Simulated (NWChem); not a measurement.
GaH2, doublet; SMILES [GaH2]

```xyz
3

Ga     0.0000     0.0000     0.0482
H      1.3824     0.0000    -0.7477
H     -1.3824     0.0000    -0.7477
```
Atoms are numbered in this order, from 1.

In the optimisation the excess spin sits in a1 (C2v, its own frame). Structure relaxed at the PBE0/def2-SVP, spin-unrestricted level. This spin state was assumed; another may lie lower. No stability test was run on the SCF state.

Symmetry labels are those of C2v in the frame above (b1 and b2, or b-type labels, depend on it).

Task: List the 4 lowest vertical excitations from LRC-wPBEh/def2-SVPD, spin-unrestricted, TDA (NWChem).

Result: 
```csv
state,energy (eV),oscillator strength,symmetry of the excitation,<S²>
state 1,1.84,0.012,b2,0.75
state 2,4.40,0.008,b1,0.80
state 3,4.72,0.000,a2,2.74
state 4,4.83,0.089,a1,0.77
```
